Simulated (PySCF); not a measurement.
A search over the determinants of HgC⁺

Unrestricted PBE0; PySCF, scalar-relativistic core potentials, basis sets Hg cc-pVDZ-PP with ECP60, C cc-pVDZ. Outer shells of the fragments: Hg+ 5d10 6s1; C 2s2 2p2.

Followed along the bond (rough minima from three points):

```json
{"2Ms+1": "2", "unpaired": "π ↑", "⟨S²⟩ at the start": "0.77", "R at minimum (Å)": "2.16", "Te (eV)": "0.00"}
{"2Ms+1": "4", "unpaired": "σ ↑, π ↑↑", "⟨S²⟩ at the start": "3.76", "R at minimum (Å)": "none in the scan", "Te (eV)": "≤ 1.03"}
```

Solutions found at the starting distance of 2.185 Å, counted from the lowest of them; the search is not exhaustive and high or unbound solutions are not listed, so other states can lie among these:

```tsv
2Ms+1	unpaired	term	E (eV)	⟨S²⟩	⟨Lz²⟩	μ (D)
2	π ↑	²Π	0.00	0.77	1.00	1.20
4	σ ↑, π ↑↑	⁴Σ⁻	1.14	3.76	0.00	-0.49
2	σ ↓, π ↑↑	mixed	1.84	1.77	0.00	-0.50
2	σ ↑, π ↑↓	mixed	1.99	1.77	2.01	-0.54
4	σ ↑↑, π ↑	⁴Π	2.10	3.75	1.00	3.13
2	σ ↑	²Σ⁺	2.12	0.76	0.00	4.31
2	σ ↑	mixed	3.41	0.77	2.00	-0.50
4	σ ↑, π ↑↑	mixed	6.83	3.77	2.02	3.51
2	π ↑	²Π	6.85	0.89	1.01	-2.48
4	π ↑↑, δ ↑	⁴Δ	7.32	3.77	4.00	-0.31
```

A term symbol is given only where ⟨S²⟩ and ⟨Lz²⟩ are close to those of a pure state; real π, δ and φ orbitals otherwise mix terms. A positive dipole points towards C; it is taken about the centre of mass and depends on that origin.

Spin–orbit coupling is left out.
